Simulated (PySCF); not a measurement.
CH6Cl2Si2.

```xyz
11

C     -0.5963     2.0948     0.0000
Si    -0.1065     0.2916     0.0000
Si     2.1880    -0.1678     0.0000
Cl    -0.9263    -0.6144    -1.6888
Cl    -0.9263    -0.6144     1.6888
H     -0.2000     2.5982    -0.8963
H     -1.6938     2.1882     0.0000
H     -0.2000     2.5982     0.8963
H      2.3868    -1.6412     0.0000
H      2.8192     0.4225     1.2132
H      2.8192     0.4225    -1.2132
```

Geometry: TPSSh-D3(BJ)/def2-SVP.

Computed with PySCF with HF/pcSseg-1. Non-relativistic, no solvent.

Computed absolute GIAO shielding of each atom: isotropic value and principal components (ppm):
```
atom  σ(iso)    σ11    σ22     σ33   span
----  ------  -----  -----  ------  -----
C1     182.7  172.0  183.0   193.2   21.3
Si2    350.2  335.7  339.2   375.7   40.0
Si3    479.9  474.1  476.2   489.4   15.3
Cl4    932.2  816.2  964.3  1016.0  199.8
Cl5    932.2  816.2  964.3  1016.0  199.8
H6      31.1   26.7   28.4    38.2   11.4
H7      30.5   26.2   28.4    37.0   10.8
H8      31.1   26.7   28.4    38.2   11.4
H9      28.2   24.8   26.4    33.4    8.5
H10     28.4   24.9   26.4    33.8    8.9
H11     28.4   24.9   26.4    33.8    8.9
```
